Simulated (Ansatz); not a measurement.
Species: C3H2O, SMILES `C#CC=O` (charge 0, multiplicity 1), formula C3H2O.

Task: How many basis functions does Ansatz (a quantum-chemistry and plane-wave program) with frozen-core CCSD(T)/cc-pVTZ // PBE-D3(BJ)/def2-TZVP use, how many core orbitals are frozen, and how many electrons are correlated?

Result: 148 basis functions and 4 frozen orbitals, which leaves 20 correlated electrons. Core time is of the order of seconds.
